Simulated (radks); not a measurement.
The numbers below are computed, except where a source is named.
Ionisation of Zr3+, [Kr] 4d1, to Zr4+, [Kr], under several functionals. Dirac Kohn-Sham, spin-unpolarised, spherical densities, point nucleus; open shells fill j = l - 1/2 first; a radial shooting solver on a logarithmic mesh with Libxc functionals. The NIST Atomic Spectra Database gives 34.418 eV (measured). Rank these functionals by the error of their Delta-SCF ionisation energy: HCTH/407; PBEsol; exchange-only B88; PW91.

Answer. From best to worst: PW91 34.412 eV (-0.006); PBEsol 34.277 eV (-0.141); HCTH/407 34.715 eV (+0.296); exchange-only B88 33.211 eV (-1.207). Spin polarisation and multiplet splitting are left out, so open shells lie too high by an amount that depends on their filling.

Beside tabulated values, note that spin-unpolarised runs miss the spin-polarisation part of the exchange energy of open shells.
